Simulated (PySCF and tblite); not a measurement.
Values are calculated unless marked as measured or tabulated.
C7H3F3O3, numbered as in [O:1]=[CH:2][c:3]1[cH:4][c:5](=[O:6])[c:7]([C:8]([F:9])([F:10])[F:11])[cH:12][o:13]1.

Level: PBE0-D3(BJ)/pcSseg-1//GFN2-xTB, thermal terms from GFN2-xTB, symmetry numbers and mirror pairs counted. Conformers within 2.5 kcal/mol (GFN2-xTB free energy) were kept, 2 at most. (PySCF 2.14, tblite 0.8.)

Torsions listed: O1–C2–C3–O13.

| conformer | shape | symmetry |
| --- | --- | --- |
| 1 | 180° | Cs |
| 2 | 0° | Cs |

Problem. Which of these conformers is the most populated at 298.15 K, and with what share?

Solution. Conformer 1, about 68 %. The lead over the next is within the error of the method.

Problem. Give the DFT energies and free energies relative to the lowest, and all weights.

Solution. 
| conformer | shape | E(DFT) kcal/mol | G(298.15 K) kcal/mol | weight % |
| --- | --- | --- | --- | --- |
| 1 | 180° | 0.00 | 0.00 | 68.3 |
| 2 | 0° | 0.42 | 0.46 | 31.7 |

Problem. How does its share change from 250 K to 350 K?

Solution. From 71 % to 66 %; the mixing entropy goes from 1.20 to 1.27 cal/(mol K).


Conformer gaps in pcSseg-1 on xTB geometries can be 2 kcal/mol off for S=O, P=O and other polar bonds.